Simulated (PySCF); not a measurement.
Diatomic cations of Br with the fifth-period p block

PBE0 with double-zeta basis sets in PySCF, for the lowest determinant that a PBE0 search found; no spin–orbit coupling. De refers to high-spin ground-configuration atoms (the charge goes to the atom of lower measured ionisation energy or higher electron affinity, which is not always the lowest computed limit). A positive dipole points towards Br; it is taken about the centre of mass and depends on that origin.

| M | basis | charged atom | state (unpaired electrons) | Re (Å) | ωe (cm⁻¹) | De (eV) | μ (D) |
| --- | --- | --- | --- | --- | --- | --- | --- |
| Sn | def2-SVP | Sn+ | singlet (closed shell) | 2.425 | 300 | 3.83 | -4.04 |
| Sb | def2-SVP | Sb+ | doublet (π ↑) | 2.404 | 313 | 3.29 | -2.92 |
| Te | def2-SVP | Te+ | triplet (π ↑↑) | 2.396 | 313 | 2.58 | -1.98 |
| I | def2-SVP | I+ | doublet (π ↑) | 2.404 | 309 | 2.63 | -0.79 |

The shortest bond is that of TeBr⁺ (2.396 Å), the longest that of SnBr⁺ (2.425 Å).

The state changes along the series, so neighbouring rows are not always alike in their bonding.

These are scalar-relativistic numbers at best; spin–orbit coupling would shift them, the dissociation energy most. For an ion De counts to the pair picked by the measured ionisation energies or electron affinities, which need not be the lowest pair at this level. States were picked by a PBE0 search and need not be the measured ground states.
